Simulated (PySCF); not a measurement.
# Correlation energy of B⁺ (boron, charge +1)

[He] 2s2, closed-shell 1S. Calculation: PySCF 2.14, in aug-cc-pVTZ with one added diffuse shell each of s, p, d, f type (6s5p4d3f, 62 functions); no relativity, point nucleus. Frozen: 1s2; 2 electrons correlated.

With two correlated electrons CCSD is exact within the correlated space (frozen core and kept virtual orbitals).

```
level  correlation energy (mhartree)
 CCSD                         -59.82
```

Diagnostics: T1 = 0.012, D1 = 0.0169, largest double amplitude 0.150.

Task: Is a single reference adequate?

Result: Mostly. T1 lies below 0.03, but a double amplitude of this size points to a near-degeneracy that CCSD handles and MP2 describes poorly.
